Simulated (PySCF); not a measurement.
# Assignment exercise: C₆H₁₁FOSi

Atoms are numbered as in `[CH3:1][O:2][SiH2:3][CH2:4]/[CH:5]=[CH:6]\[CH:7]=[CH:8]\[F:9]`. Each H is labelled by its parent atom.

- shieldings: GIAO PBE0/pcSseg-1
- structure optimised with GFN2-xTB
- program: PySCF 2.14
- no solvent model, one averaged value for each set of equivalent atoms, non-relativistic Hamiltonian, one computed conformer

δ = σ(ref) − σ, references computed at the same level: ¹³C (σ = 186.93 ppm), ¹H (σ = 31.72 ppm) against TMS.

(1) Assign these signals to the numbered atoms. ¹³C{¹H} NMR (computed): δ 163.4 (CH), 131.2 (CH), 126.8 (CH), 115.8 (CH), 54.1 (CH3), 20.2 (CH2).

(2) Assign these signals to the numbered atoms. ¹H NMR (500 MHz, computed): δ 7.06 (m, 1H), 6.60 (m, 1H), 5.88 (m, 1H), 5.64 (m, 1H), 4.64 (t, 2H), 3.81 (s, 3H), 2.21 (m, 2H).

Answers

(1) 
163.4 → C8, alkene CH: the olefinic region
131.2 → C5, alkene CH
126.8 → C6, alkene CH
115.8 → C7, alkene CH
54.1 → C1, methyl carbon bonded to O: pulled downfield by the heteroatom
20.2 → C4, allylic sp3 CH2 bonded to Si

(2) 
7.06 → H(C8), hydrogen on an alkene CH: a vinylic proton, deshielded by the sp2 carbon and the C=C anisotropy
6.60 → H(C7), hydrogen on an alkene CH
5.88 → H(C6), hydrogen on an alkene CH
5.64 → H(C5), hydrogen on an alkene CH
4.64 → H(Si3), hydrogen on a silicon bonded to C, O
3.81 → H(C1), hydrogen on a methyl carbon bonded to O: its carbon carries O, an electronegative neighbour
2.21 → H(C4), hydrogen on an allylic sp3 CH2 bonded to Si: allylic position

Splittings by ¹⁹F in the carbon and heteronuclear signals aren't shown, as no couplings were computed. Shifts are as computed. Against solution values, carbons near 30 ppm lie about +3 ppm off and those near 130 ppm about +5 ppm. Of 1211 compounds with measured shifts, 218 miss one by over three times the rms of a fit or turn the order of signals round; such compounds aren't used in these exercises. Multiplicities follow the n + 1 count of equivalent neighbours, as no J values were calculated; m marks all less simple cases, F and P coupling included.
